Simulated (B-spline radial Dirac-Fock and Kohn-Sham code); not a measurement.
**Photoionisation of lutetium ions at Ga Kα (9251.7 eV)**

These are calculated numbers from a radial atomic solver; the model is a relativistic central-field model (Hartree-Slater potential of the initial state, Latter tail, multipole expansion of the photon field, Dirac-Fock thresholds). Cross sections in kb; a dash marks an empty subshell or a threshold above the photon energy.

```csv
ion,configuration,total,3p1/2,3p3/2,3d3/2,4d5/2,5s
Lu,[Xe] 4f14 5d1 6s2,29.21,4.49,7.65,3.21,0.817,0.165
Lu⁺,[Xe] 4f14 6s2,29.22,4.49,7.65,3.21,0.817,0.166
Lu⁴⁺,[Xe] 4f13,29.27,4.49,7.65,3.21,0.824,0.177
```
